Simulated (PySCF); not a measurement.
Sn(F)3(SiH3) (F3H3SiSn), SMILES [F][Sn]([F])([F])[SiH3]. Atoms are numbered in the order given.

```xyz
8

F      1.5333    -0.8853    -1.0625
Sn     0.0000     0.0000    -0.2474
F      0.0000     1.7705    -1.0625
F     -1.5333    -0.8853    -1.0625
Si     0.0000     0.0000     2.3391
H      1.2425     0.7173     2.7698
H      0.0000    -1.4347     2.7698
H     -1.2425     0.7173     2.7698
```
Charge 0, spin multiplicity 1.

Coordinates come from a PBE-D3(BJ)/def2-SVP optimisation. The def2 effective core potentials stand for the cores of Sn; spin–orbit coupling is left out.

These are PySCF with PBE/def2-TZVP values and carry that method's errors.

Symmetry labels are those of the subgroup Cs that the program uses (full group C3v).

Computed valence orbital energies around the gap with their symmetry:
```
orbital  symmetry  energy (eV)
-------  --------  -----------
HOMO−7         A'        -9.94
HOMO−6         A'        -9.85
HOMO−5         A'        -9.17
HOMO−4         A"        -9.17
HOMO−3         A'        -8.99
HOMO−2         A"        -8.99
HOMO−1         A"        -8.89
HOMO           A'        -8.31
LUMO           A'        -3.30
LUMO+1         A'        -2.08
LUMO+2         A"        -2.08
LUMO+3         A'        -0.90
```
